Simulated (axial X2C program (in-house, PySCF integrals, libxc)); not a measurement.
# Potential curves of PdP, 2c

Calculated with an axial X2C code built on PySCF integrals. Two-component (2c) means X2C with spin–orbit coupling and atomic mean-field two-electron Coulomb and Gaunt terms. Basis: Pd dyall-cv3z [12s12p8d5f3g], P dyall-v3z [8s7p2d1f] (cores contracted in-house); Gaussian nuclei, density fitting, unrestricted open shells. Masses: Pd 105.903 u, P 30.974 u.

State: Ω = 3/2 (⟨Sz⟩ = 1.49, ⟨Lz⟩ = 0.01 at PBE0). Energies in cm⁻¹ from the fragments at the same level (Pd + P). Fits are polynomials in 1 − R0/R over 0.85 to 1.23 times the lowest point R0.

```tsv
R (Å)	PBE0	BP86
1.9601	-15044	-18847
2.0248	-16623	-20505
2.0894	-17396	-21315
2.1540	-17579	-21500
2.2294	-17258	-21143
2.3048	-16544	-20361
2.4017	-15267	-18967
```

The state is a single determinant with fixed occupations, the lowest that a limited PBE0 search found. Dissociation energies refer to the lowest single-determinant-based atoms at the same level and basis. Density functionals use the spin component along the axis (collinear). PBE0 can misorder states that lie within some tenths of an eV, so this need not be the ground state of the molecule. The nearest other 2c determinant of the search, Ω = 1/2, lies 0.25 eV up at the distance of the search. With several unpaired electrons one determinant need not be a pure state. This is the top spin component of a Σ state; components of lower Ω are not single determinants and can lie lower.

(1) Fit the PBE0 curve near its minimum: give the equilibrium distance, the harmonic wavenumber and the well depth.

(2) What are Re, ωe and De at the BP86 level?

Results:

(1) At PBE0, 2c: Re = 2.146 Å, ωe ≈ 387 cm⁻¹, De = 2.18 eV to Pd + P; Be follows as 0.153 cm⁻¹.

(2) At BP86, 2c: Re = 2.144 Å, ωe ≈ 402 cm⁻¹, De = 2.67 eV to Pd + P; Be follows as 0.153 cm⁻¹.
